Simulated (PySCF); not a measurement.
**Functional benchmark on one molecule**

Molecule: 2-amino-1-fluorobenzene (SMILES Nc1ccccc1F).

Atom-mapped SMILES (the numbers label the heavy atoms): `[NH2:1][c:2]1[cH:3][cH:4][cH:5][cH:6][c:7]1[F:8]`. Hydrogens are named by the atom that carries them.

Geometry PBE0-D3(BJ)/def2-SVP throughout; GIAO in PySCF, gas phase, one conformer, non-relativistic; equivalent atoms averaged; basis pcSseg-1.

Reference values (measured; solution, CDCl3; Viesser, Ducati, Tormena, Autschbach, PCCP 2018 (ESI)): δ(C7) = 151.9 ppm. Computed shifts are taken against TMS, calculated as an isolated molecule at each level.

Question: How do the functionals HF, PBE, BLYP, OPBE, B97-D, B3LYP, PBE0, WP04, CAM-B3LYP, wB97X-D perform against the reference? Times are CPU seconds on 1 thread of an Arm Neoverse V1, shared host; the GGAs took longer than the global hybrids here, which isn't the general rule, and the cause wasn't traced.

Answer: 
| functional | kind | C7 | abs. error C | core-s |
| --- | --- | --- | --- | --- |
| HF | Hartree–Fock | 154.1 | 2.2 | 8.1 |
| PBE | GGA | 156.6 | 4.7 | 27 |
| BLYP | GGA | 158.3 | 6.4 | 27 |
| OPBE | GGA | 149.0 | 2.9 | 28 |
| B97-D | GGA | 152.6 | 0.7 | 28 |
| B3LYP | global hybrid | 158.7 | 6.8 | 17 |
| PBE0 | global hybrid | 156.9 | 5.0 | 22 |
| WP04 | global hybrid | 159.2 | 7.3 | 16 |
| CAM-B3LYP | range-separated hybrid | 160.9 | 9.0 | 22 |
| wB97X-D | range-separated hybrid | 157.9 | 6.0 | 23 |

For ¹³C the closest is B97-D (0.7 ppm) and the furthest CAM-B3LYP (9.0 ppm). One molecule is a small sample, and vibrational and solvent effects are absent from the calculation.
